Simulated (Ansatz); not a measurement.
Reaction (formal exchange of groups at the Sn–Ge bond): `[F][SnH]([Cl])[GeH3]` + ethane → `C[CH2][SnH]([F])[Cl]` + GeH₄

Isolated molecules relaxed with PBE0-D4/def2-TZVP in Ansatz; ΔE leaves out vibrations. CBS: MP2 limit from def2 TZ/QZ plus the TZ coupled-cluster correction, frozen cores. This one scheme is used for every species. Functionals use def2-TZVPP. B3LYP here is the variant with VWN-RPA as its local correlation; programs differ in this. Elements past krypton have def2 core potentials. For Ge, Sn outer-core shells are correlated without core-valence functions, which leaves a few kJ/mol of doubt a bond. Scalar relativity is left out up to krypton. One conformer a species, not always the lowest.

| level | ΔE (kcal/mol) | difference from CCSD(T)/CBS |
| --- | --- | --- |
| PBE-D4 | 15.3 | 1.9 |
| r2SCAN-D4 | 14.7 | 1.3 |
| PBE0-D4 | 15.3 | 1.9 |
| B3LYP-D4 | 15.3 | 1.9 |
| ωB97X-V | 13.7 | 0.3 |
| ωB97M-V | 13.9 | 0.5 |
| PBE | 16.0 | 2.6 |
| r2SCAN | 14.9 | 1.5 |
| HF/def2-TZVPP | 15.4 | 2.0 |
| MP2/def2-TZVPP | 12.3 | -1.1 |
| SCS-MP2/def2-TZVPP | 12.4 | -1.0 |
| HF/def2-QZVPP | 15.4 | 2.0 |
| MP2/def2-QZVPP | 12.8 | -0.6 |
| SCS-MP2/def2-QZVPP | 12.9 | -0.5 |
| MP2/CBS(def2) | 13.2 | -0.2 |
| CCSD/CBS(def2) | 13.9 | 0.5 |
| CCSD(T)/CBS | 13.4 | 0 |

Largest T1 diagnostic among the species: 0.013.

In def2-TZVPP, CCSD(T) changes the Hartree–Fock value by −2.9 kcal/mol (the triples alone add −0.5 kcal/mol) and MP2 by −3.1 kcal/mol. The D4 term adds −1.0 kcal/mol with B3LYP and −0.6 kcal/mol with PBE0; it sums over pairs of atoms, weighted by their polarisabilities, and B3LYP, whose exchange is more repulsive, gets the larger term.
